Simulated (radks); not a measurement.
Pm+, configuration [Xe] 4f5 6s0.75 6p0.25 (fractional occupations, a model configuration). Method: non-relativistic Kohn-Sham, r2SCAN, spin-polarised, spherical densities, point nucleus; open shells are filled with parallel spins first (spin-orbit coupling, left out, can overturn this in heavy ions); meta-GGA in the generalised Kohn-Sham scheme; relativity is left out, which matters for an element this heavy; computed with a radial shooting solver on a logarithmic mesh with Libxc functionals.

Unscreened Slater integrals over Kohn-Sham orbitals (hartree). They are taken over the spin-up orbitals. Empty in this configuration: 5d.

\begin{tabular}{lr}
integral & value \\ \hline
F0(6p,6p) & 0.18237 \\
F2(6p,6p) & 0.10146 \\
F0(6p,6s) & 0.19560 \\
G1(6p,6s) & 0.13029 \\
F0(6p,4f) & 0.23729 \\
F2(6p,4f) & 0.027817 \\
G2(6p,4f) & 0.0072497 \\
G4(6p,4f) & 0.0064874 \\
F0(6p,5p) & 0.22906 \\
F2(6p,5p) & 0.050579 \\
G0(6p,5p) & 0.0094883 \\
G2(6p,5p) & 0.012596 \\
F0(6p,5d) & 0.21653 \\
F2(6p,5d) & 0.079735 \\
G1(6p,5d) & 0.050881 \\
G3(6p,5d) & 0.037941 \\
F0(6s,6s) & 0.21392 \\
F0(6s,4f) & 0.27626 \\
G3(6s,4f) & 0.0093070 \\
F0(6s,5p) & 0.26505 \\
G1(6s,5p) & 0.017376 \\
F0(6s,5d) & 0.24629 \\
G2(6s,5d) & 0.069491 \\
F0(4f,4f) & 0.97630 \\
F2(4f,4f) & 0.45421 \\
F4(4f,4f) & 0.28309 \\
F6(4f,4f) & 0.20314 \\
F0(4f,5p) & 0.62881 \\
F2(4f,5p) & 0.22022 \\
G2(4f,5p) & 0.11972 \\
G4(4f,5p) & 0.091312 \\
F0(4f,5d) & 0.43360 \\
F2(4f,5d) & 0.10681 \\
F4(4f,5d) & 0.052642 \\
G1(4f,5d) & 0.056414 \\
G3(4f,5d) & 0.043161 \\
G5(4f,5d) & 0.032280 \\
F0(5p,5p) & 0.52765 \\
F2(5p,5p) & 0.28453 \\
F0(5p,5d) & 0.39785 \\
F2(5p,5d) & 0.18338 \\
G1(5p,5d) & 0.21199 \\
G3(5p,5d) & 0.12960 \\
F0(5d,5d) & 0.33187 \\
F2(5d,5d) & 0.16615 \\
F4(5d,5d) & 0.10755 \\
\end{tabular}

Derived for the open shells (J is the average intra-shell exchange parameter used in DFT+U). 4f: F4/F2 = 0.623, F6/F2 = 0.447, J = (286 F2 + 195 F4 + 250 F6)/6435 = 0.03666 hartree. 6p: J = F2/5 = 0.02029 hartree.
